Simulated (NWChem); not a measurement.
Species: C$_{2}$H$_{5}$BF$_{2}$O; SMILES CB(O)C(F)F

```xyz
11

C      1.0466    -1.8448    -0.1309
B     -0.1100    -0.7992    -0.0424
O     -1.3589    -1.1494     0.3160
C      0.1362     0.7587    -0.3754
F     -1.0253     1.4595    -0.1595
F      1.0853     1.2720     0.4528
H      0.7325    -2.8527     0.1735
H      1.8939    -1.5257     0.4990
H      1.4424    -1.8963    -1.1600
H     -1.9427    -0.3771     0.3363
H      0.4494     0.9713    -1.4154
```
Atoms are numbered in this order, from 1.

All runs: NWChem. Pople sets run with spherical d functions. Coordinates come from a PBE0/def2-SVP optimisation. Atomic charges in e: unrestrained fits to the electrostatic potential beside Mulliken populations; buried atoms are poorly determined by the fit.

Question: What does the run give for Hartree-Fock/6-31G*? Quantities: ESP C1; Mulliken C1; ESP B2; Mulliken B2; ESP O3; Mulliken O3; ESP C4; Mulliken C4; ESP F5; Mulliken F5; relative RMS misfit of the potential (%).

Answer: 
| Quantity | Result |
|---|---|
| ESP C1 | -0.36 |
| Mulliken C1 | -0.75 |
| ESP B2 | 0.59 |
| Mulliken B2 | 0.66 |
| ESP O3 | -0.69 |
| Mulliken O3 | -0.72 |
| ESP C4 | 0.40 |
| Mulliken C4 | 0.53 |
| ESP F5 | -0.30 |
| Mulliken F5 | -0.47 |
| relative RMS misfit of the potential (%) | 22 |
